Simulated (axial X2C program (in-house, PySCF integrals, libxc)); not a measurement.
## Worked dissociation energy of ReN: LDA, scalar-relativistic

Calculated with an axial X2C code built on PySCF integrals. Spin-free means the one-electron spin-free X2C Hamiltonian; the speed of light was multiplied by 0.8, so these are model numbers, not those of the real molecule. Basis: Re dyall-v3z [14s14p9d7f2g], N dyall-v3z [6s6p2d1f] (cores contracted in-house); Gaussian nuclei, density fitting, unrestricted open shells. Masses: Re 186.956 u, N 14.003 u.

Molecular state: M_S = 1, Λ = 0 (beyond evenly filled blocks: δ+α, δ-α).

| Item | Value |
| --- | --- |
| E(Re) (2M_S = 5, M_L = 0) | -17337.011157 hartree |
| E(N) (2M_S = 3, M_L = 0) | -54.181831 hartree |
| E(ReN) at Re | -17391.484992 hartree |
| ωe | 1249.6 cm⁻¹ |
| ωexe | 4.31 cm⁻¹ |

Q: Work out De and D0.

A: De = -17337.011157 + (-54.181831) − (-17391.484992) = 0.29200 hartree = 7.946 eV. The zero-point energy is ωe/2 − ωexe/4 = 624 cm⁻¹ = 0.077 eV, so D0 = 7.868 eV.

The state is one determinant whose occupation by symmetry is held fixed; it was picked as the lowest of a PBE0 search that is not exhaustive. De is counted from the lowest determinant-based energies of the atoms at the same level, without counterpoise correction. Other states lie close and PBE0, whose exact exchange favours high spin, may order them wrongly; the determinant shown need not be the ground state. The nearest other spin-free determinant of the search, M_S = 0, Λ = 4, lies 0.91 eV up at the distance of the search. With spin–orbit coupling the lowest determinant has another configuration, so this spin-free state is a model.

LDA overbinds, often by about an eV.

Each atomic determinant is the lowest at this level and need not be a pure term. Totals compare only within one Hamiltonian and basis.
